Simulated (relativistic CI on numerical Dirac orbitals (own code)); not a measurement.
## Rh⁶⁺: resonant inelastic scattering at the M2,3 edge

Computed with this model: Dirac-Coulomb-Breit CI, KLI orbitals optimised for each configuration, model QED, valence Slater integrals scaled by 0.8, Kramers-Heisenberg scattering through one core-hole configuration in a parametric crystal field; configurations [Kr] 4d3 → [Ne] 3s2 3p5 3d10 4s2 4p6 4d4; 300 K; core-hole width 2 eV; summed over polarisations. Incident energies are the highest absorption maxima for each field (at most a few, so the weaker spin-orbit partner edge can be absent), on the computed scale of the free ion. Intensities are in per cent of the strongest line above 0.02 eV; levels within 1 cm⁻¹ are merged; final levels count from the ground level, the first row holds all elastic scattering, lines under 0.4 are left out and each table stops after 24 rows. The scale of the Slater integrals is a model choice and moves the terms in proportion.

Field parameters in Wybourne normalisation: Oh B⁴₀ = 21Dq, B⁴₄ = √(5/14) B⁴₀. The field is a parameter set, without covalency.

S is read from ⟨S²⟩ = S(S + 1).

Oh, 10Dq = 8500 cm⁻¹:

| Final level (eV) | Degeneracy | Irrep | S | 509.9 eV | 534.2 eV | 535.4 eV |
| --- | --- | --- | --- | --- | --- | --- |
| 0.000 | 4 | Γ8 | 1.49 | 4789.1 | 269.1 | 318.4 |
| 0.996 | 4 | Γ8 | 1.45 | 84.1 | 78.4 | 39.5 |
| 1.034 | 2 | Γ7 | 1.49 | 53.0 | 26.6 | 14.6 |
| 1.134 | 4 | Γ8 | 1.49 | 100.0 | 72.3 | 34.3 |
| 1.181 | 2 | Γ6 | 1.48 | 24.6 | 33.6 | 13.8 |
| 1.686 | 2 | Γ7 | 1.47 | 8.4 | 20.7 | 12.9 |
| 1.736 | 4 | Γ8 | 1.31 | 25.1 | 24.9 | 17.2 |
| 1.811 | 4 | Γ8 | 1.29 | 56.8 | 24.1 | 16.8 |
| 1.962 | 2 | Γ6 | 1.40 | 71.5 | 5.2 | 4.7 |
| 2.130 | 4 | Γ8 | 0.72 | 44.1 | 13.7 | 28.1 |
| 2.241 | 2 | Γ6 | 0.61 | 43.4 | 10.9 | 30.9 |
| 2.322 | 4 | Γ8 | 0.96 | 73.1 | 13.3 | 30.6 |
| 2.834 | 4 | Γ8 | 1.00 | 51.0 | 17.2 | 19.9 |
| 2.874 | 2 | Γ6 | 1.14 | 51.7 | 5.5 | 5.3 |
| 2.902 | 2 | Γ7 | 0.57 | 25.6 | 4.5 | 10.3 |
| 2.957 | 4 | Γ8 | 0.91 | 86.4 | 15.4 | 27.8 |
| 3.119 | 2 | Γ6 | 0.80 | 6.0 | 1.5 | 2.7 |
| 3.142 | 4 | Γ8 | 1.17 | 17.5 | 24.5 | 17.0 |
| 3.158 | 2 | Γ7 | 1.18 | 22.6 | 23.8 | 23.2 |
| 3.230 | 2 | Γ6 | 0.77 | 16.1 | 0.9 | 2.7 |
| 3.249 | 4 | Γ8 | 0.92 | 11.6 | 6.5 | 8.7 |
| 3.322 | 2 | Γ7 | 0.96 | 9.9 | 5.8 | 11.2 |
| 3.540 | 4 | Γ8 | 0.70 | 10.5 | 3.2 | 5.3 |
| 3.692 | 4 | Γ8 | 0.62 | 2.7 | 2.0 | 2.7 |

Oh, 10Dq = 19250 cm⁻¹:

```
Final level (eV)  Degeneracy  Irrep     S  509.9 eV  534.8 eV
           0.000           4     Γ8  1.49    1706.9     208.0
           1.947           4     Γ8  0.84      12.5      39.2
           2.111           4     Γ8  0.56      12.3      13.0
           2.177           2     Γ6  0.76       9.1      21.8
           2.324           2     Γ7  1.49      45.7       9.7
           2.385           4     Γ8  1.46     100.0      35.9
           2.564           2     Γ6  1.35      44.0       5.2
           2.573           4     Γ8  1.30      83.0       5.5
           3.118           2     Γ7  0.96      15.6      26.8
           3.179           4     Γ8  0.79      27.1      26.3
           3.479           2     Γ6  1.42      44.4       1.6
           3.553           4     Γ8  1.34      32.8       9.2
           3.569           4     Γ8  1.46      51.5       5.7
           3.617           2     Γ7  1.19      17.7       1.2
           4.229           2     Γ6  0.65       5.6       0.7
           4.476           2     Γ6  0.53       1.0       0.5
           4.477           4     Γ8  0.55       4.0       2.5
           4.483           2     Γ7  0.52       2.5       2.2
           4.602           4     Γ8  0.63       1.5       0.8
           4.870           4     Γ8  0.62       0.9       0.6
           5.216           4     Γ8  0.90       3.1       3.0
           5.218           2     Γ6  0.82       2.3       1.3
           5.384           2     Γ7  1.46       1.2       3.0
           5.451           4     Γ8  1.40       1.7       3.6
```

For the first field the strongest loss at the lowest incident energy is the level at 1.13 eV (S = 1.49, against 1.49 in the thermal ground state). Levels of other spin, the first over 8 % at 2.13 eV, appear because spin-orbit coupling of the core hole, and in heavier ions of the valence shell too, mixes spins.
